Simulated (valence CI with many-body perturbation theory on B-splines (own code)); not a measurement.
## E1 transitions of Nd XLVIII

Level of theory: relativistic CI+MBPT: three valence electrons over a frozen Dirac-Fock core [Ne], radial functions for each j: 11 s, 11 p, 10 d, 8 f, 5 g, 2 h, with the one-electron correlation potential Σ1, the two-electron term Σ2, the three-electron term Σ3, Breit, model QED; selected CI, second order for the rest, scaled by the run's own slope (own B-spline code, finite nucleus).

The last digits are not significant, and no measured levels were compared; by estimate large intervals hold to a few tenths of a per cent, small ones and those within an open d or f shell to about a per cent.

Lines 51 to 100 of 587 in falling wavelength, among levels below 1961.0 eV, chosen from the strongest by gf and those to the six lowest levels. Wavelengths and rates use the calculated energies. Electric multipoles are in the length gauge, E1 and E2 with the static RPA response of the core. Weak lines are less certain than strong ones. Lines between different terms over intervals too small for the method are left out, as are lines whose strength nearly cancels. The highest levels of a list are the least certain.

Levels are named by their leading jj configuration (3d3/2^4 stands for four electrons in 3d with j = 3/2), which in mixed levels can hold well under half, so a name can repeat and another be missing. Letters in brackets count levels of one name in rising energy.

```csv
λ vac (nm),Upper,Lower,A (s⁻¹),log gf,Branch %
8.593,(3p1/2 3p3/2 3d5/2) J=9/2,(3s 3p3/2 3d5/2) J=9/2,2.63e+10,-0.54,12.9
8.566,(3p1/2 3p3/2 3d3/2) J=3/2 [b],(3s 3p3/2 3d3/2) J=5/2 [a],2.15e+10,-1.02,2.7
8.515,(3p1/2 3p3/2 3d3/2) J=5/2 [a],(3p1/2 3p3/2^2) J=5/2,1.48e+10,-1.02,6.4
8.392,(3p1/2^2 3d3/2) J=3/2,(3s 3p1/2 3d3/2) J=3/2 [a],2.33e+10,-1.01,22.8
8.220,(3p1/2^2 3p3/2) J=3/2,(3s 3p1/2 3p3/2) J=3/2 [a],1.34e+10,-1.27,8.3
8.180,(3s 3p1/2 3d3/2) J=3/2 [a],(3s 3p1/2 3p3/2) J=5/2,1.12e+10,-1.35,18.7
7.839,(3d3/2 3d5/2^2) J=7/2 [b],(3p3/2 3d5/2^2) J=5/2,1.35e+10,-1.00,2.3
7.838,(3d3/2^2 3d5/2) J=9/2,(3p3/2 3d3/2 3d5/2) J=7/2 [c],1.40e+10,-0.89,1.8
7.693,(3s 3p1/2 3d3/2) J=5/2,(3s 3p1/2 3p3/2) J=5/2,6.60e+09,-1.45,46.8
7.523,(3s 3p1/2 3d3/2) J=3/2 [a],(3s 3p1/2 3p3/2) J=3/2 [a],7.94e+07,-3.57,0.1
7.459,(3s 3p1/2 3d3/2) J=3/2 [b],(3s 3p1/2 3p3/2) J=3/2 [b],5.72e+09,-1.72,0.9
7.357,(3d3/2 3d5/2^2) J=9/2,(3p3/2 3d5/2^2) J=7/2 [a],1.26e+10,-0.99,2.3
7.332,(3p1/2 3d3/2 3d5/2) J=9/2,(3p1/2 3p3/2 3d5/2) J=9/2,2.71e+10,-0.66,19.4
7.322,(3d3/2 3d5/2^2) J=7/2 [a],(3p3/2 3d3/2 3d5/2) J=5/2 [d],2.48e+10,-0.80,3.9
7.150,(3d5/2^3) J=9/2,(3p3/2 3d5/2^2) J=7/2 [b],1.45e+11,0.05,42.1
7.145,(3d3/2 3d5/2^2) J=11/2,(3p3/2 3d5/2^2) J=9/2,7.12e+10,-0.18,15.5
7.115,(3d5/2^3) J=3/2,(3p3/2 3d5/2^2) J=3/2 [b],8.26e+10,-0.60,16.9
7.115,(3d3/2 3d5/2^2) J=3/2 [b],(3p3/2 3d5/2^2) J=3/2 [a],3.95e+10,-0.92,6.5
7.110,(3s 3p1/2 3d3/2) J=5/2,(3s 3p1/2 3p3/2) J=3/2 [a],3.85e+08,-2.76,2.7
7.089,(3p3/2 3d5/2^2) J=7/2 [a],(3p3/2^2 3d5/2) J=5/2 [a],2.34e+10,-0.85,4.7
7.069,(3s 3d5/2^2) J=5/2,(3s 3p3/2 3d5/2) J=3/2 [b],2.32e+10,-0.98,6.0
7.061,(3s 3d5/2^2) J=7/2,(3s 3p3/2 3d5/2) J=5/2 [b],9.16e+10,-0.26,31.2
7.060,(3s 3p1/2 3d5/2) J=5/2 [a],(3s 3p1/2 3p3/2) J=3/2 [b],1.11e+09,-2.30,0.9
6.967,(3s^2 3d3/2) J=3/2,(3s^2 3p3/2) J=3/2,4.04e+07,-3.93,0.0
6.938,(3s 3d3/2 3d5/2) J=7/2 [b],(3s 3p3/2 3d5/2) J=7/2 [a],1.72e+10,-1.00,3.6
6.894,(3d3/2 3d5/2^2) J=5/2 [a],(3p3/2 3d3/2 3d5/2) J=3/2 [c],6.87e+10,-0.53,9.3
6.855,(3d3/2 3d5/2^2) J=7/2 [b],(3p3/2 3d3/2 3d5/2) J=5/2 [e],4.06e+10,-0.64,6.8
6.835,(3s 3d5/2^2) J=9/2,(3s 3p3/2 3d5/2) J=7/2 [b],4.06e+10,-0.55,12.9
6.813,(3d5/2^3) J=5/2,(3p3/2 3d5/2^2) J=3/2 [b],1.24e+11,-0.29,26.6
6.807,(3p3/2 3d3/2 3d5/2) J=7/2 [b],(3p3/2^2 3d3/2) J=7/2,2.57e+10,-0.84,3.6
6.774,(3s 3d3/2 3d5/2) J=7/2 [b],(3s 3p3/2 3d3/2) J=5/2 [b],5.83e+10,-0.49,12.3
6.763,(3p1/2 3d5/2^2) J=5/2,(3p1/2 3p3/2 3d5/2) J=3/2 [b],2.37e+10,-1.01,10.5
6.740,(3d3/2 3d5/2^2) J=9/2,(3p3/2 3d3/2 3d5/2) J=7/2 [c],1.10e+11,-0.13,19.7
6.734,(3d3/2 3d5/2^2) J=5/2 [b],(3p3/2 3d3/2 3d5/2) J=3/2 [c],5.36e+10,-0.66,8.5
6.724,(3d3/2 3d5/2^2) J=11/2,(3p3/2 3d5/2^2) J=11/2,4.48e+10,-0.44,9.8
6.710,(3p1/2 3d5/2^2) J=7/2,(3p1/2 3p3/2 3d5/2) J=5/2 [b],1.47e+11,-0.10,52.9
6.702,(3s 3d5/2^2) J=3/2,(3s 3p3/2 3d5/2) J=3/2 [b],3.57e+10,-1.02,8.9
6.699,(3p1/2 3d5/2^2) J=3/2,(3p1/2 3p3/2 3d5/2) J=1/2,4.35e+10,-0.93,14.9
6.691,(3d3/2 3d5/2^2) J=3/2 [a],(3p3/2 3d3/2 3d5/2) J=3/2 [b],3.54e+10,-1.02,5.1
6.675,(3d3/2^2 3d5/2) J=9/2,(3p3/2 3d3/2 3d5/2) J=9/2 [a],2.38e+10,-0.80,3.1
6.657,(3d3/2 3d5/2^2) J=11/2,(3p3/2 3d3/2 3d5/2) J=9/2 [b],1.14e+11,-0.04,24.9
6.645,(3d3/2 3d5/2^2) J=7/2 [b],(3p3/2 3d5/2^2) J=7/2 [a],4.10e+10,-0.66,6.9
6.612,(3p3/2 3d5/2^2) J=7/2 [b],(3p3/2^2 3d5/2) J=5/2 [b],2.77e+11,0.16,40.4
6.582,(3s 3p1/2 3d5/2) J=3/2,(3s 3p1/2 3p3/2) J=1/2,5.32e+10,-0.86,17.7
6.563,(3p1/2 3d5/2^2) J=7/2,(3p1/2 3p3/2 3d5/2) J=7/2 [b],1.93e+10,-1.00,6.9
6.558,(3d3/2^2 3d5/2) J=5/2 [b],(3p3/2 3d3/2 3d5/2) J=3/2 [a],2.44e+10,-1.03,2.7
6.534,(3d3/2 3d5/2^2) J=7/2 [b],(3p3/2 3d3/2 3d5/2) J=5/2 [d],5.78e+10,-0.53,9.7
6.529,(3p1/2 3d5/2^2) J=9/2,(3p1/2 3p3/2 3d5/2) J=7/2 [b],9.11e+10,-0.24,55.1
6.526,(3p3/2 3d5/2^2) J=11/2,(3p3/2^2 3d5/2) J=9/2,1.12e+11,-0.06,30.1
6.525,(3p3/2 3d5/2^2) J=5/2,(3p3/2^2 3d5/2) J=3/2,9.84e+10,-0.42,14.8
```

How does gf follow from A for the line at 6.699 nm?

gf = 1.4992 × (2J+1)_upper × A / σ², with σ = 1492698 cm⁻¹ and 2J+1 = 4: gf = 0.117.
